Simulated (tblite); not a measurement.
C₁₂H₁₀OS.
Cartesian coordinates in Å at the GFN2-xTB level; atoms count from 1:
```xyz
24
C12H10OS angstrom
C     -4.3360    1.0392   -0.2581
C     -3.7750   -0.3525   -0.0635
O     -4.4923   -1.3246    0.0504
C     -2.3148   -0.4486   -0.0190
C     -1.3870    0.5258   -0.2257
C     -0.0674   -0.0571   -0.0855
C      1.0803    0.6533   -0.2499
C      2.4290    0.2269   -0.1505
C      3.5307    1.0339   -0.3631
C      4.7520    0.3688   -0.2008
C      4.5885   -0.9423    0.1380
S      2.9418   -1.3872    0.2616
C     -0.2767   -1.4597    0.2299
C     -1.6018   -1.6920    0.2638
H     -5.4219    1.0028   -0.2295
H     -3.9710    1.6986    0.5261
H     -4.0141    1.4342   -1.2190
H     -1.5569    1.5593   -0.4624
H      0.9753    1.7043   -0.4993
H      3.4449    2.0724   -0.6303
H      5.7123    0.8355   -0.3272
H      5.3471   -1.6772    0.3230
H      0.5048   -2.1744    0.4002
H     -2.1035   -2.6195    0.4651
```

All values are computed: GFN2-xTB (tblite) harmonic vibrations without scaling, gas phase. Against measured fundamentals such values can be off by several per cent, at times by over 20. One conformer, not necessarily the lowest.

Harmonic wavenumbers (cm⁻¹): 35.3, 40.5, 60.2, 84.7, 137.0, 147.4, 150.6, 213.3, 266.3, 282.8, 321.2, 381.1, 460.1, 499.0, 509.4, 550.4, 590.5, 603.1, 623.5, 647.7, 669.2, 733.8, 743.2, 756.6, 776.0, 810.3, 811.6, 854.0, 859.1, 860.4, 871.8, 897.5, 952.2, 977.4, 987.3, 1072.8, 1077.8, 1083.8, 1092.2, 1142.6, 1181.3, 1214.9, 1234.3, 1252.4, 1315.3, 1332.2, 1364.8, 1376.0, 1416.3, 1460.8, 1465.3, 1510.0, 1533.7, 1580.7, 1610.1, 1712.9, 3028.5, 3030.3, 3032.6, 3054.8, 3125.8, 3136.6, 3143.2, 3151.7, 3162.8, 3165.3.

A = 2346, B = 252.0, C = 228.0 MHz; mass 202.045 u (most abundant isotopes); point group C1, symmetry number 1.

**Question.** What is the zero-point energy?

**Answer.** Half the sum of the wavenumbers: 39113 cm⁻¹ = 111.83 kcal/mol.

**Question.** Entropy at 350 K, 1 bar (ideal gas, RRHO, classical rotation)?

**Answer.** Translation 42.64, rotation 32.62, vibration 50.01: S = 125.3 cal/(mol K).

**Question.** And Cp and H(350 K) − H(0)?

**Answer.** Cp = 58.80 cal/(mol K), of which vibrations give 50.86 (their classical limit is 66 R = 131.2); H(350 K) − H(0) = 11.66 kcal/mol without the zero-point energy, 8.88 from vibrations.

**Question.** Which modes carry the vibrational entropy at 350 K?

**Answer.** 35.3 cm⁻¹: 5.82; 40.5 cm⁻¹: 5.55; 60.2 cm⁻¹: 4.77; 84.7 cm⁻¹: 4.09; 137.0 cm⁻¹: 3.15; 147.4 cm⁻¹: 3.01 cal/(mol K); the other 60 give 23.61 together.

**Question.** What must be added to the electronic energy to get the Gibbs energy at 350 K and 1 bar?

**Answer.** ZPE + [H(350 K) − H(0)] − T·S = 111.83 + 11.66 − 43.85 = 79.64 kcal/mol.

**Question.** How do the functions run with temperature in this model?

**Answer.** 
```json
{"T (K)": "150", "S (cal/(mol K))": "89.8", "Cp (cal/(mol K))": "29.2", "H − H(0) (kcal/mol)": "2.88", "G − H(0) (kcal/mol)": "-10.60", "ln q(vib)": "5.06"}
{"T (K)": "250", "S (cal/(mol K))": "108.1", "Cp (cal/(mol K))": "43.9", "H − H(0) (kcal/mol)": "6.52", "G − H(0) (kcal/mol)": "-20.51", "ln q(vib)": "8.76"}
{"T (K)": "298.15", "S (cal/(mol K))": "116.5", "Cp (cal/(mol K))": "51.2", "H − H(0) (kcal/mol)": "8.81", "G − H(0) (kcal/mol)": "-25.92", "ln q(vib)": "10.51"}
{"T (K)": "400", "S (cal/(mol K))": "133.6", "Cp (cal/(mol K))": "65.6", "H − H(0) (kcal/mol)": "14.77", "G − H(0) (kcal/mol)": "-38.66", "ln q(vib)": "14.22"}
{"T (K)": "600", "S (cal/(mol K))": "164.4", "Cp (cal/(mol K))": "86.3", "H − H(0) (kcal/mol)": "30.11", "G − H(0) (kcal/mol)": "-68.52", "ln q(vib)": "21.44"}
{"T (K)": "900", "S (cal/(mol K))": "203.2", "Cp (cal/(mol K))": "104.5", "H − H(0) (kcal/mol)": "59.01", "G − H(0) (kcal/mol)": "-123.87", "ln q(vib)": "31.61"}
```

q(vib) and H(0) count from the zero-point level.

**Question.** Blend soft modes into free rotors: weight 1/[1 + (100 cm⁻¹/ν̃)⁴] for the oscillator and the rest for a rotor with moment μB/(μ + B), μ = h/(8π²ν), B = 10⁻⁴⁴ kg m². What vibrational entropy results?

**Answer.** 44.75 cal/(mol K) in place of 50.01, which changes −T·S at 350 K by +1.84 kcal/mol.

Hindered rotation and anharmonicity are outside this model. Other conformers, if any are populated, would add a mixing term that is left out.
